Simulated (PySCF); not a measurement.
Compound: (H2Ga-mu-OH)2.
Cartesian coordinates in Å at the PBE0-D3(BJ)/def2-SVP level; atoms count from 1:
```xyz
10
Ga2H6O2 angstrom
Ga    -0.6708   -1.1623    0.6514
H      0.2676   -2.1816    1.3804
H     -2.2303   -1.1966    0.5163
O     -0.1523    0.6860    1.0608
Ga     0.6979    1.1458   -0.6478
H     -0.2355    2.1668   -1.3811
H      2.2570    1.1779   -0.5079
O      0.1732   -0.6998   -1.0599
H     -0.8444    1.2783    1.3732
H      0.8623   -1.2913   -1.3809
```

The calculation used PBE0-D3(BJ)/def2-SVP geometry optimisation, gas phase (PySCF 2.14.0).

Masses are those of the commonest isotopes; rigid-rotor values at the optimised geometry. The values belong to one conformer.

Problem. Give the principal moments of inertia and the rotational constants in GHz.

Solution. Ia = 68.81, Ib = 334.11, Ic = 385.37 u·Å²; 505379 MHz·u·Å²/I gives 7345, 1513 and 1311 MHz, that is A = 7.3449, B = 1.5126, C = 1.3114 GHz.

Problem. Classify the top.

Solution. A near-prolate asymmetric top: κ = (2 × 1513 − 7345 − 1311)/(7345 − 1311) = -0.93.

Problem. Is it planar, by Δ = Ic − Ia − Ib?

Solution. Not planar: Δ = Ic − Ia − Ib = -17.54 u·Å². For a rigid frame Δ = −2 Σ m c², so Σ m c² = 8.77 u·Å² lies off the ab plane: 8.58 from hydrogen and 0.19 from heavier atoms. The atom farthest from that plane is 1.40 Å away.

Problem. List the rotational levels J(Ka,Kc) to J = 2 (cm⁻¹).

Solution. Above 0(0,0):
J = 1: 1(0,1) 0.0942, 1(1,1) 0.2887, 1(1,0) 0.2955
J = 2: 2(0,2) 0.2824, 2(1,2) 0.4704, 2(1,1) 0.4906, 2(2,1) 1.0742, 2(2,0) 1.0744
Those of J = 1 are B + C, A + C and A + B.

The point group C2h allows no dipole (computed: 0.01 D), so a rigid rotor has no electric-dipole lines.

Problem. Estimate the classical rotational partition function at 25 K, 50 K and 298.15 K.

Solution. Point group C2h, symmetry number σ = 2; q = (√π/σ)·√((kT/h)³/(ABC)), k/h = 20836.6 MHz/K: 2760 at 25 K, 7810 at 50 K, 114000 at 298.15 K.

PBE0-D3(BJ)/def2-SVP frequencies: not computed here. Zero-point vibration and centrifugal distortion are left out. Quadrupole hyperfine structure (69Ga) is left out.
